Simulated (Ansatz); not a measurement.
Cartesian coordinates (Å):
SMILES: B(C)(O)O
```xyz
9

C     -1.1056    -0.0004    -0.0929
B      0.4484    -0.1289     0.0982
O      1.3377     0.8343    -0.3077
O      0.9689    -1.2360     0.6964
H     -1.3653     0.1688    -1.1428
H     -1.6327    -0.8922     0.2467
H     -1.4975     0.8552     0.4670
H      0.9182     1.5898    -0.7220
H      1.9279    -1.1906     0.7570
```
Charge 0, multiplicity 1.

Calculation: frozen-core CCSD(T)/cc-pVTZ // PBE0-D4/def2-TZVP (Ansatz, a program for electronic structure).

| Item | Value |
|---|---|
| HF energy | -215.40224 Ha |
| MP2 correlation energy | -0.76021 Ha |

Task: Estimate the CCSD correlation energy, the (T) correction, the total energy and the T1 diagnostic.

Result: 
| Property | Value |
|---|---|
| CCSD correlation energy | -0.78289 Ha |
| (T) correction | -0.02818 Ha |
| CCSD(T) total energy | -216.21331 Ha |
| T1 diagnostic | 0.012 |
